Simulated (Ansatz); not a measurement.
Relaxation of the cluster Be6S5 with RKS r2SCAN-D4/def2-SVP.

```sh
$ ansatz run in.yaml --threads 4 --pin off --events-out ev --progress --plain --max-ram 4787MiB
```

```yaml
crystal:
  periodic: [false, false, false]
  atoms:
    - {symbol: Be, position_ang: [-1.202190, -1.504630, 0.195430]}
    - {symbol: Be, position_ang: [1.926240, -0.913600, -1.092880]}
    - {symbol: Be, position_ang: [2.083810, 0.857290, -0.215040]}
    - {symbol: Be, position_ang: [0.451420, 0.853740, 1.537630]}
    - {symbol: Be, position_ang: [-1.618370, 0.838390, 0.378790]}
    - {symbol: Be, position_ang: [-0.687440, -0.125700, -1.662640]}
    - {symbol: S, position_ang: [2.343000, 1.164360, 1.710040]}
    - {symbol: S, position_ang: [0.273320, -1.907290, -1.178220]}
    - {symbol: S, position_ang: [-1.069760, -0.389490, 1.941050]}
    - {symbol: S, position_ang: [-2.557750, -0.405410, -0.937030]}
    - {symbol: S, position_ang: [0.057720, 1.532340, -0.677140]}
basis:
  gaussian: {orbitals: def2-SVP}
hamiltonian: {xc: r2scan, dispersion: d4}
scf: {lower_state_search: "off"}
output: {orbitals: {seedname: orbitals}}
relax: {f_tol: 0.02, max_steps: 100}
```

It took 61 s on 4 threads of Arm Neoverse V1 on a shared host.

Positions (Å) and forces (eV/Å) at steps 1, 2, 3, 4, 5, 6, 7, 8, 9, 10, 11, 12, 13, 14 of 14:

```xyz
11
step=1 energy=-56572.3271 eV
Be   -1.202   -1.505    0.195    0.075    0.713    0.067
Be    1.926   -0.914   -1.093    0.512    0.125   -0.087
Be    2.084    0.857   -0.215    0.370    0.554    0.515
Be    0.451    0.854    1.538    0.674   -0.362   -0.304
Be   -1.618    0.838    0.379    0.185   -0.608   -0.245
Be   -0.687   -0.126   -1.663    0.160   -0.047    0.654
S     2.343    1.164    1.710    0.005    0.104    0.241
S     0.273   -1.907   -1.178   -0.594   -1.352   -0.700
S    -1.070   -0.389    1.941   -0.353    0.111    0.629
S    -2.558   -0.405   -0.937   -0.614   -0.053   -0.308
S     0.058    1.532   -0.677   -0.420    0.815   -0.461
11
step=2 energy=-56572.6664 eV
Be   -1.187   -1.435    0.187   -0.061   -0.156    0.200
Be    1.840   -0.899   -1.062    0.353    0.286    0.074
Be    2.101    0.942   -0.166    0.426   -0.157    0.009
Be    0.528    0.764    1.477    0.224   -0.047    0.160
Be   -1.589    0.770    0.330   -0.087    0.154    0.041
Be   -0.668   -0.146   -1.578    0.154    0.015   -0.201
S     2.386    1.199    1.767   -0.262    0.040   -0.082
S     0.225   -2.019   -1.238   -0.309   -0.256   -0.195
S    -1.075   -0.367    1.983   -0.031    0.142   -0.234
S    -2.601   -0.428   -0.985    0.132    0.130    0.142
S     0.041    1.619   -0.716   -0.538   -0.152    0.087
11
step=3 energy=-56572.7142 eV
Be   -1.186   -1.440    0.191   -0.047   -0.048    0.082
Be    1.850   -0.898   -1.063    0.096    0.122    0.038
Be    2.136    0.936   -0.162    0.247   -0.120    0.053
Be    0.542    0.753    1.482    0.047   -0.040    0.041
Be   -1.611    0.783    0.338    0.007    0.055   -0.041
Be   -0.664   -0.154   -1.590    0.050    0.039   -0.056
S     2.383    1.221    1.771   -0.106    0.042   -0.043
S     0.216   -2.033   -1.262   -0.093   -0.034   -0.090
S    -1.083   -0.352    1.973    0.017    0.030   -0.022
S    -2.595   -0.420   -0.978   -0.011   -0.009    0.058
S     0.013    1.604   -0.701   -0.207   -0.037   -0.020
11
step=4 energy=-56572.7335 eV
Be   -1.193   -1.448    0.196   -0.016    0.029   -0.014
Be    1.849   -0.888   -1.062   -0.065   -0.011    0.011
Be    2.192    0.921   -0.144    0.119   -0.083    0.097
Be    0.555    0.741    1.480   -0.067   -0.019   -0.047
Be   -1.620    0.787    0.335    0.042    0.014   -0.058
Be   -0.677   -0.155   -1.604   -0.039    0.022    0.041
S     2.379    1.254    1.786    0.004    0.041   -0.034
S     0.202   -2.030   -1.286    0.078    0.053   -0.028
S    -1.082   -0.344    1.970    0.041   -0.025    0.045
S    -2.605   -0.427   -0.967   -0.037   -0.032    0.024
S     0.001    1.589   -0.704   -0.059    0.013   -0.034
11
step=5 energy=-56572.7383 eV
Be   -1.225   -1.460    0.181    0.174    0.039    0.075
Be    1.737   -0.803   -1.058    0.245    0.034    0.143
Be    2.339    0.871   -0.042    0.151   -0.133    0.011
Be    0.584    0.710    1.440   -0.098    0.031   -0.070
Be   -1.583    0.788    0.311    0.012   -0.054    0.105
Be   -0.740   -0.175   -1.636   -0.057   -0.108    0.033
S     2.340    1.368    1.845    0.181    0.060   -0.012
S     0.188   -2.019   -1.324   -0.195   -0.096   -0.096
S    -1.032   -0.361    1.961   -0.107   -0.033   -0.113
S    -2.644   -0.436   -0.923   -0.086    0.012   -0.124
S     0.035    1.516   -0.757   -0.218    0.248    0.048
11
step=6 energy=-56572.7781 eV
Be   -1.220   -1.464    0.177    0.145    0.048    0.002
Be    1.735   -0.817   -1.030    0.069    0.063    0.137
Be    2.433    0.826    0.000    0.077   -0.131    0.260
Be    0.597    0.714    1.418    0.003    0.148   -0.184
Be   -1.601    0.785    0.308    0.008   -0.078    0.052
Be   -0.768   -0.168   -1.644   -0.073   -0.029    0.065
S     2.342    1.424    1.863    0.103   -0.084   -0.253
S     0.170   -2.013   -1.369   -0.061    0.015    0.012
S    -1.016   -0.360    1.949   -0.085   -0.084   -0.033
S    -2.667   -0.454   -0.910   -0.041   -0.020   -0.101
S    -0.006    1.528   -0.761   -0.145    0.152    0.043
11
step=7 energy=-56572.8565 eV
Be   -1.207   -1.468    0.166    0.056    0.029   -0.038
Be    1.717   -0.822   -0.980   -0.037    0.134    0.135
Be    2.588    0.740    0.082   -0.059   -0.159    0.452
Be    0.610    0.745    1.356    0.065    0.220   -0.341
Be   -1.633    0.770    0.304   -0.057   -0.079    0.011
Be   -0.813   -0.154   -1.649   -0.074    0.053    0.054
S     2.352    1.480    1.877    0.070   -0.222   -0.431
S     0.149   -1.994   -1.415    0.120    0.100    0.080
S    -0.984   -0.365    1.926   -0.021   -0.082    0.035
S    -2.700   -0.492   -0.901    0.024   -0.025   -0.024
S    -0.079    1.559   -0.767   -0.088    0.033    0.068
11
step=8 energy=-56572.9549 eV
Be   -1.192   -1.469    0.157   -0.007   -0.014    0.008
Be    1.697   -0.812   -0.939    0.070    0.199    0.189
Be    2.722    0.643    0.175   -0.272   -0.186    0.382
Be    0.613    0.794    1.271    0.103    0.194   -0.410
Be   -1.670    0.749    0.303   -0.106   -0.046    0.046
Be   -0.852   -0.136   -1.645   -0.033    0.066   -0.009
S     2.365    1.501    1.873    0.080   -0.230   -0.384
S     0.146   -1.967   -1.433    0.129    0.099    0.029
S    -0.949   -0.368    1.905    0.015   -0.040    0.021
S    -2.727   -0.531   -0.897    0.070   -0.011    0.032
S    -0.153    1.597   -0.769   -0.048   -0.032    0.097
11
step=9 energy=-56573.0660 eV
Be   -1.176   -1.467    0.151   -0.023   -0.098    0.126
Be    1.690   -0.809   -0.848    0.159    0.043    0.031
Be    2.822    0.534    0.274   -0.352   -0.175    0.213
Be    0.615    0.845    1.078    0.174    0.127   -0.060
Be   -1.721    0.724    0.322   -0.087    0.028    0.167
Be   -0.880   -0.106   -1.624    0.055    0.070   -0.114
S     2.351    1.477    1.852    0.145   -0.003   -0.136
S     0.160   -1.925   -1.435    0.070    0.094   -0.067
S    -0.877   -0.369    1.873   -0.061   -0.052   -0.076
S    -2.741   -0.566   -0.893    0.024    0.004    0.037
S    -0.243    1.663   -0.748   -0.103   -0.038   -0.121
11
step=10 energy=-56573.1182 eV
Be   -1.156   -1.476    0.147    0.026   -0.077   -0.039
Be    1.711   -0.839   -0.836    0.116   -0.021    0.129
Be    2.837    0.389    0.403   -0.292    0.072    0.150
Be    0.620    0.925    1.008    0.193   -0.023    0.038
Be   -1.746    0.708    0.351    0.007    0.052    0.036
Be   -0.906   -0.083   -1.623   -0.002   -0.007   -0.132
S     2.367    1.531    1.837   -0.021   -0.123   -0.246
S     0.171   -1.880   -1.495   -0.080    0.012   -0.011
S    -0.830   -0.378    1.849    0.078    0.079   -0.002
S    -2.750   -0.588   -0.860   -0.001   -0.079   -0.029
S    -0.317    1.692   -0.781   -0.024    0.115    0.105
11
step=11 energy=-56573.1059 eV rejected
Be   -1.121   -1.478    0.132   -0.062   -0.038   -0.137
Be    1.772   -1.022   -0.785   -0.248    0.088    0.132
Be    2.729    0.325    0.482    0.458   -0.649   -0.569
Be    0.634    0.961    0.967   -0.395    0.062   -0.041
Be   -1.767    0.691    0.386   -0.006    0.027   -0.080
Be   -0.862   -0.007   -1.606   -0.197   -0.049   -0.051
S     2.371    1.604    1.746   -0.090    0.436    0.416
S     0.142   -1.863   -1.551    0.370    0.105    0.115
S    -0.770   -0.389    1.836    0.041   -0.001   -0.027
S    -2.718   -0.608   -0.880    0.039    0.043    0.145
S    -0.410    1.786   -0.727    0.092   -0.024    0.098
11
step=12 energy=-56573.1495 eV
Be   -1.139   -1.483    0.125    0.033   -0.014    0.004
Be    1.719   -0.919   -0.780    0.023   -0.009    0.081
Be    2.799    0.334    0.456   -0.033    0.033    0.062
Be    0.633    0.946    0.984   -0.012    0.007   -0.003
Be   -1.751    0.698    0.365    0.034    0.032    0.016
Be   -0.910   -0.048   -1.633   -0.003    0.057    0.026
S     2.368    1.586    1.789    0.038   -0.051   -0.085
S     0.162   -1.860   -1.530   -0.014   -0.017   -0.030
S    -0.783   -0.386    1.830    0.009   -0.043    0.007
S    -2.744   -0.605   -0.856    0.003    0.008   -0.029
S    -0.355    1.736   -0.751   -0.078   -0.004   -0.048
11
step=13 energy=-56573.1606 eV
Be   -1.125   -1.494    0.098   -0.011    0.012   -0.012
Be    1.711   -0.983   -0.705   -0.008   -0.020   -0.013
Be    2.790    0.283    0.510    0.002    0.000    0.027
Be    0.633    0.976    0.951   -0.001   -0.006   -0.016
Be   -1.748    0.688    0.387   -0.017   -0.020   -0.034
Be   -0.912   -0.016   -1.628   -0.030    0.018    0.002
S     2.372    1.632    1.738    0.017    0.013   -0.005
S     0.161   -1.841   -1.562    0.022   -0.001    0.011
S    -0.738   -0.415    1.807    0.015    0.000    0.010
S    -2.740   -0.604   -0.853    0.001   -0.008    0.011
S    -0.405    1.774   -0.744    0.010    0.013    0.018
11
step=14 energy=-56573.1618 eV
Be   -1.121   -1.495    0.090    0.002   -0.002   -0.002
Be    1.712   -1.001   -0.686    0.002   -0.006   -0.003
Be    2.791    0.261    0.535    0.004    0.000    0.007
Be    0.636    0.983    0.938    0.000    0.001    0.003
Be   -1.753    0.682    0.389    0.004    0.002    0.005
Be   -0.920   -0.004   -1.628    0.002   -0.003    0.001
S     2.377    1.647    1.722   -0.002    0.004   -0.001
S     0.164   -1.831   -1.570   -0.006    0.004   -0.001
S    -0.724   -0.419    1.800    0.003    0.001   -0.004
S    -2.742   -0.610   -0.850   -0.003    0.000   -0.003
S    -0.420    1.785   -0.739   -0.005   -0.001   -0.002
```

Another isomer (singlet) lies 1.30 eV lower at PBE0-D4/def2-TZVP; other spin states weren't run for this one.
